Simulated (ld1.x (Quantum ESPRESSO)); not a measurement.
Varying the RRKJ potential for Ir (Z = 77)

Base potential:

ld1.x (Quantum ESPRESSO) 7.5 input, shortened:

```
&input
   title='Ir', zed=77., rel=2, dft='PBESOL', iswitch=3,
   config='[Xe] 4f14 5d7 5f-2 6s1.5 6p0.5', rel_dist='average'
 /
 &inputp
   pseudotype=2, tm=.false., rho0=0.02, lloc=0,
   nlcc=.true., new_core_ps=.true.
 /
4
5P  2  1   6.00   0.00  1.70  1.70  0.0
5D  3  2   7.00   0.00  2.10  2.10  0.0
5F  4  3  -2.00   0.30  2.15  2.15  0.0
6S  1  0   1.50   0.00  2.10  2.10  0.0
 &test
   configts(1)='5p6 5d7 6s1.5 6p0.5'
 /
```

Open shells are filled in proportion to 2j + 1 (rel_dist='average').

Occupied shells without a wave of their own: 6p. They enter only through the test configuration that unscreens the potential, and ld1.x also counts them in the model core charge.

All-electron outer shells of the reference configuration (PBEsol, scalar-relativistic, ld1.x):

```csv
shell,level (eV),outermost node (bohr),outermost maximum (bohr)
5s,-99.03,0.50,0.89
4f,-63.23,–,0.39
5p,-55.72,0.54,1.01
5d,-8.11,0.59,1.29
6s,-7.07,1.17,2.38
6p,-1.68,1.39,3.38
```

Cutoffs, loose and tight: the cutoffs (Ry, on a coarse ladder) from which the occupation-weighted sum of valence levels, in a spherical-Bessel basis at the reference potential, stays within 10 and 1 mRy of its value at 400 Ry. They do not see the model core or the augmentation charge, which bear on the density cutoff. Test errors are all-electron minus pseudo excitation energies from the reference, over the configurations 5p6 5d7 6s2 6p0; 5p6 5d7 6s1 6p0; 5p6 5d7 6s0 6p0; 5p5 5d7 6s2 6p0; 5p6 5d5 6s0 6p0; 5p6 5d7 6s1.5 6p0; 5p6 5d6 6s0 6p0. A dash means not determined; rows that change the core or the reference have their own tests.

With those shells counted twice in exchange and correlation these files are broken, and their errors move erratically; no question is asked of them.

| change | outcome | cutoff, loose | cutoff, tight | bound ghosts | largest test error (meV) |
| --- | --- | --- | --- | --- | --- |
| base | generated, misses its reference levels by 0.78 eV | 40 Ry | 55 Ry | none | +1141 |
| wave 5d (bound): rc 2.10 bohr becomes 5d (bound): rc 1.32 bohr | generated, misses its reference levels by 0.78 eV | 90 Ry | 120 Ry | none | +1125 |
| wave 5d (bound): rc 2.10 bohr becomes 5d (bound): rc 1.58 bohr | generated, misses its reference levels by 0.78 eV | 60 Ry | 80 Ry | none | +1127 |
| wave 5d (bound): rc 2.10 bohr becomes 5d (bound): rc 1.82 bohr | generated, misses its reference levels by 0.78 eV | 45 Ry | 70 Ry | none | +1129 |
| wave 5d (bound): rc 2.10 bohr becomes 5d (bound): rc 2.08 bohr | generated, misses its reference levels by 0.78 eV | 40 Ry | 55 Ry | none | +1141 |
| wave 5d (bound): rc 2.10 bohr becomes 5d (bound): rc 2.24 bohr | generated, misses its reference levels by 0.78 eV | 45 Ry | 55 Ry | none | +1162 |
| wave 5d (bound): rc 2.10 bohr becomes 5d (bound): rc 2.54 bohr | generated, misses its reference levels by 0.78 eV | 40 Ry | 55 Ry | none | +1252 |
| wave 5d (bound): rc 2.10 bohr becomes 5d (bound): rc 2.66 bohr | generated, misses its reference levels by 0.78 eV | 40 Ry | 55 Ry | none | +1322 |
| wave 5d (bound): rc 2.10 bohr becomes 5d (bound): rc 2.86 bohr | generated, misses its reference levels by 0.78 eV | 40 Ry | 55 Ry | none | +1485 |
| wave 5d (bound): rc 2.10 bohr becomes 5d (bound): rc 3.12 bohr | generated, misses its reference levels by 0.78 eV | 40 Ry | 55 Ry | none | +1743 |

Reading the sweep of the d radius (base included, trends over the rows without a ghost): The loose cutoff falls from 90 Ry at 1.32 to 40 Ry at 3.12 bohr, with one reversal. A larger radius leaves more room for a smooth pseudo-wave, so fewer plane waves are needed; a smaller one forces it to follow the all-electron wave where it bends sharply. The median size of the test errors (rows with all tests solved) stays near 441.0 meV.
